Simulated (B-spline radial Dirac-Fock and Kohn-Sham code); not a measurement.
Binding energies of V¹⁵⁺ at several levels of theory

System: V¹⁵⁺ in the configuration [He] 2s2 2p4.

The density-functional columns are spherical, spin-unpolarised Dirac-Kohn-Sham results without Breit or QED terms: −ε is minus the orbital energy of the initial state and ΔSCF the difference of two total energies. The reference in the last column comes from Dirac-Fock (average of configuration) total-energy differences with a finite nucleus, the Breit interaction including its frequency dependence, and self-energy and vacuum-polarisation corrections. All numbers are from a radial B-spline solver, in eV; a selection of levels is shown.

```tsv
level	LDA −ε	LDA ΔSCF	Dirac-Fock
K	5953.1	6112.3	6100.4
L1	1110.5	1148.8	1155.0
L2,3	1027.4	1071.3	1069.4
```

Values without a named source are computed, but for edge energies of neutral atoms, which are taken from tables.
